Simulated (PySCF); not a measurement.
From one molecule to another.

First species: C3H10F2Si2.
InChI=1S/C3H10F2Si2/c4-2-1-3(5)7-6/h3H,1-2,7H2,6H3/t3-/m1/s1

Second species: C3H2F3P.
SMILES: `FC(F)(F)CC#P`

Levels: B3LYP/def2-SVPD for dipole moment, HOMO energy, LUMO energy, HOMO–LUMO gap, static isotropic polarisability and electronic spatial extent ⟨r²⟩ about the centre of nuclear charge; TDDFT B3LYP/def2-SVPD for lowest singlet excitation; TDA B3LYP/def2-SVPD for lowest triplet excitation (Tamm–Dancoff); GFN2-xTB for rotational constant A and rotational constant C. Geometries: GFN2-xTB. Each structure is a single optimised conformer of the isolated species, non-relativistic unless stated; the electronic structure was computed with PySCF and density fitting.

Dipoles, sizes and rotational constants follow the conformer. The torsions of the flexible species, by atom-mapped SMILES:
- `[F:1][CH2:2][CH2:3][C@H:4]([F:5])[SiH2:6][SiH3:7]`: F1–C2–C3–C4 -69°, C2–C3–C4–F5 -68°, C3–C4–Si6–Si7 172°
- `[F:1][C:2]([F:3])([F:4])[CH2:5][C:6]#[P:7]`: F1–C2–C5–C6 180°

| property | column X | column Y |
| --- | --- | --- |
| dipole moment | 2.01 D | 1.56 D |
| HOMO energy | -7.76 eV | -8.03 eV |
| LUMO energy | -1.78 eV | -0.38 eV |
| HOMO–LUMO gap | 5.98 eV | 7.65 eV |
| lowest singlet excitation | 4.38 eV | 6.84 eV |
| lowest triplet excitation (Tamm–Dancoff) | 3.37 eV | 6.16 eV |
| static isotropic polarisability | 62.6 au | 97.7 au |
| electronic spatial extent ⟨r²⟩ about the centre of nuclear charge | 971 bohr² | 1760 bohr² |
| rotational constant A | 5.115 GHz | 3.769 GHz |
| rotational constant C | 1.119 GHz | 0.652 GHz |

**Question.** Which column belongs to which species?

**Answer.** Column X is the second species and column Y the first. The first has 17 atoms and 74 electrons, the second 9 and 62.

**Question.** How does each property change from the first species to the second?

**Answer.** dipole moment +0.45 D; HOMO energy +0.27 eV; LUMO energy -1.40 eV; HOMO–LUMO gap -1.67 eV; lowest singlet excitation -2.46 eV; lowest triplet excitation (Tamm–Dancoff) -2.79 eV; static isotropic polarisability -35.1 au; electronic spatial extent ⟨r²⟩ about the centre of nuclear charge -789 bohr²; rotational constant A +1.346 GHz; rotational constant C +0.467 GHz.

On the first: In wavenumbers S1 is 55100 cm⁻¹ (1 eV = 8065.54 cm⁻¹).

On the second: S1 lies 1.60 eV below the HOMO–LUMO gap; its leading configuration is HOMO→LUMO, weight 0.80. In atomic units the dipole is 0.79 e·bohr (1 au = 2.5417 D).
